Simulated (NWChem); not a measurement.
System: CH5NOZn; SMILES C[O][Zn][NH2]

NWChem input:

```
start job
memory heap 200 mb stack 900 mb global 1100 mb
geometry units angstroms noautoz
  Zn     0.442001    -0.366846     0.027267
  O      0.845015     1.354210     0.148624
  C     -0.013715     2.431592     0.007221
  H     -0.831932     2.454848     0.758771
  H      0.549013     3.376292     0.133863
  H     -0.499052     2.491152    -0.990653
  N      0.322991    -2.174633    -0.040883
  H      0.054454    -2.577976    -0.935520
  H     -0.253278    -2.618022     0.670823
end
basis spherical
  * library 6-31g*
end
dft
  xc pbe0
  iterations 150
  mulliken
end
task dft energy
```

Structure relaxed at the PBE0/def2-SVP level. Not confirmed as a minimum by frequencies.

Q: Predict the main results of this run. (PBE0/6-31G* (spherical d).) Quantities: energy (Ha); highest occupied level (eV); orbital gap (eV); dipole (D).

A: 
```json
{
  "energy (Ha)": "-1949.72",
  "highest occupied level (eV)": "-6.69",
  "orbital gap (eV)": "6.34",
  "dipole (D)": "2.40"
}
```
